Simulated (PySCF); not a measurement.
**Frontier levels across methods**

Species: C6H15N.
Geometry (PBE0-D3(BJ)/def2-SVP, Å), atoms numbered from 1 in this order:
```xyz
22
C6H15N angstrom
C      1.1479   -1.4410    0.7449
N      0.7457   -0.1578    0.2253
C      1.6062    0.2385   -0.8614
C     -0.7018    0.0221    0.0005
C     -1.2501   -0.8886   -1.1097
C     -1.4486   -0.2674    1.3069
C     -0.9705    1.4856   -0.3661
H      0.5929   -1.6963    1.6565
H      2.2140   -1.4007    1.0181
H      1.0305   -2.2839    0.0271
H      1.4027    1.2690   -1.1792
H      1.5399   -0.4148   -1.7604
H      2.6532    0.2079   -0.5212
H     -1.1029   -1.9523   -0.8681
H     -2.3301   -0.7271   -1.2470
H     -0.7604   -0.6878   -2.0749
H     -0.9889    0.2901    2.1368
H     -1.4489   -1.3365    1.5630
H     -2.4995    0.0431    1.2172
H     -2.0516    1.6855   -0.3498
H     -0.6102    1.7404   -1.3729
H     -0.4808    2.1528    0.3590
```

Basis pcSseg-1 throughout (PySCF), one geometry. Geometry: PBE0-D3(BJ)/def2-SVP; no solvent, vibrations or thermal averaging.

Task: How do the orbital energies, the gap and the dipole change with the method?

Result: 
```tsv
method	kind	HOMO (eV)	LUMO (eV)	gap (eV)	μ (D)	SCF cycles
PBE	GGA	-4.49	0.51	5.00	0.40	14
B97-D	GGA	-4.50	0.68	5.18	0.42	14
LDA	LDA	-4.58	0.28	4.86	0.41	13
KT2	GGA	-4.65	0.36	5.01	0.38	14
KT3	GGA	-4.66	0.42	5.08	0.41	14
B97-2	global hybrid	-5.59	1.39	6.98	0.47	12
PBE0	global hybrid	-5.84	1.35	7.19	0.47	12
BHandHLYP	global hybrid	-7.16	2.06	9.21	0.52	12
wB97X-D	range-separated hybrid	-7.70	3.14	10.84	0.49	12
HF	Hartree–Fock	-9.24	4.26	13.50	0.58	10
```

The HOMO spans 4.75 eV, from PBE down to HF, and the gap runs from 4.86 eV (LDA) to 13.50 eV (HF). Over the methods PBE (0 %), B97-D (0 %), LDA (0 %), KT2 (0 %), KT3 (0 %), B97-2 (21 %), PBE0 (25 %), BHandHLYP (50 %), HF (100 %), a straight line through the gap against the share of exact exchange rises by 0.85 eV for each 10 % (correlation coefficient 0.999). The dipole ranges from 0.38 D (KT2) to 0.58 D (HF). This basis has no diffuse functions.

The vertical ΔSCF ionisation energy at CAM-B3LYP/def2-SVPD is 7.92 eV; −ε(HOMO) comes closest to it with wB97X-D (7.70 eV).
